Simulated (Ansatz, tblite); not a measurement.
Removing an electron: Ag₂Pd₂⁻ (the lowest doublet isomer of a short search). Charge -1, multiplicity 2. Geometry: r2SCAN-D4/def2-SVPD. Ansatz, gas phase; energy differences of separate SCF runs; the oxidised species is a triplet (the singlet lies 0.11 eV higher at PBE0-D4/def2-TZVPD).

```xyz
4

Pd    0.0610   -0.3685    1.2011
Pd   -0.0600    0.3691   -1.1997
Ag    2.1755   -0.9054   -0.2137
Ag   -2.1765    0.9048    0.2123
```

In the def2 sets Ag, Pd take a core potential; there is no spin–orbit coupling. The xTB rows come from tblite. The structure comes from a short search, and lower isomers may exist.

| level | −HOMO (eV) | vertical IE (eV) | −LUMO (eV) | HOMO–LUMO gap (eV) | remarks |
| --- | --- | --- | --- | --- | --- |
| GFN1-xTB | – | 6.43 | – | – | – |
| GFN2-xTB | – | 6.53 | – | – | – |
| PBE-D4/def2-TZVPD | -0.01 | 2.16 | -0.19 | 0.18 | HOMO above zero (-1 doublet), lower spin may lie lower (triplet) |
| r2SCAN-D4/def2-TZVPD | 0.02 | 2.04 | -0.34 | 0.36 | – |
| PBE0-D4/def2-TZVPD | 0.52 | 1.92 | -1.11 | 1.63 | – |

  A HOMO above zero means that the electron is unbound at that level or that self-interaction error raises the level; the energy of removing that electron tells which. HOMO and LUMO are the levels of the spin that leaves or enters (xTB has no such levels and no spin-polarisation term). Other spin states of the ions may lie lower, which would lower the ionisation energy or raise the affinity. Raw xTB energy differences between charge states are shifted by several eV; the methods need an empirical correction for them.
